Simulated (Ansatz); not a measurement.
Coupled-cluster run, ClFH5NSi2, SMILES `F[SiH](Cl)N[SiH3]`.

```yaml
crystal:
  periodic: [false, false, false]
  atoms:
    - {symbol: F, position_ang: [-1.264265, 0.121759, 2.206985]}
    - {symbol: Si, position_ang: [0.148107, 0.145174, 1.474875]}
    - {symbol: Cl, position_ang: [1.261328, 1.541073, 2.463440]}
    - {symbol: N, position_ang: [0.030205, 0.581572, -0.158574]}
    - {symbol: Si, position_ang: [-0.170352, -0.468550, -1.526580]}
    - {symbol: H, position_ang: [0.732340, -1.196469, 1.618180]}
    - {symbol: H, position_ang: [0.019897, 1.575133, -0.347648]}
    - {symbol: H, position_ang: [-1.479567, -0.251673, -2.195086]}
    - {symbol: H, position_ang: [0.904599, -0.243649, -2.527134]}
    - {symbol: H, position_ang: [-0.099193, -1.855671, -1.005559]}
basis:
  gaussian: {orbitals: def2-SVP}
correlation: {method: ccsd_t}
```

```sh
$ ansatz run in.yaml --threads 4 --pin off --events-out ev --progress --plain --max-ram 10444MiB
```

The program prints (abridged):

```
Functional definition: HF
1016 factors; integrals over basis functions are off by at most 1.1e-3 eV
mean field evaluation 1: about -32484.2935 eV, gradient 3.6e1 eV
mean field evaluation 2: about -32484.2952 eV, gradient 3.6e1 eV
mean field evaluation 4: about -32487.2871 eV, gradient 2.8e0 eV
mean field evaluation 8: about -32487.3163 eV, gradient 1.2e-1 eV
mean field evaluation 16: about -32487.3126 eV, gradient 5.1e-1 eV
mean field -32487.31634455 eV, -1193.8868549681 hartree, gradient 1.3e-6 eV, S^2 0.000000; 0 other end points of the search recorded, 0 dependent functions left out
17 core orbitals not correlated: weight in the atoms' cores, before any rotation towards them, 1.000 or more for the frozen orbitals, at most 0.000 for the correlated occupied ones
reference -32487.31634455 eV, -1193.8868549681 hartree; 16, 16 occupied and 74, 74 virtual orbitals, 1016 factors
second order -18.42374358 eV of doubles, -0.00000000 eV of singles
cycle   1  -19.25241644 eV  change   -8.3e-1 eV  update   9.5e-2
cycle   2  -19.71786181 eV  change   -4.7e-1 eV  update   2.7e-2
cycle   3  -19.81900252 eV  change   -1.0e-1 eV  update   1.3e-2
cycle   4  -19.81551731 eV  change    3.5e-3 eV  update   2.8e-3
cycle   5  -19.81395585 eV  change    1.6e-3 eV  update   1.0e-3
cycle   6  -19.81402837 eV  change   -7.3e-5 eV  update   3.0e-4
cycle   7  -19.81391005 eV  change    1.2e-4 eV  update   8.8e-5
cycle   8  -19.81388936 eV  change    2.1e-5 eV  update   2.9e-5
perturbative correction -0.41814230 eV, -0.0153664461 hartree
Total energy: -32507.54837621 eV, -1194.6303684181 hartree
```

Run time 3.9 s (4 threads of an Arm Neoverse V1 on a shared host); peak host memory 0.46 GiB.

MP2 recovers 91.1 % of the CCSD(T) correlation energy and the triples give 2.1 %; T1 = 0.0106.
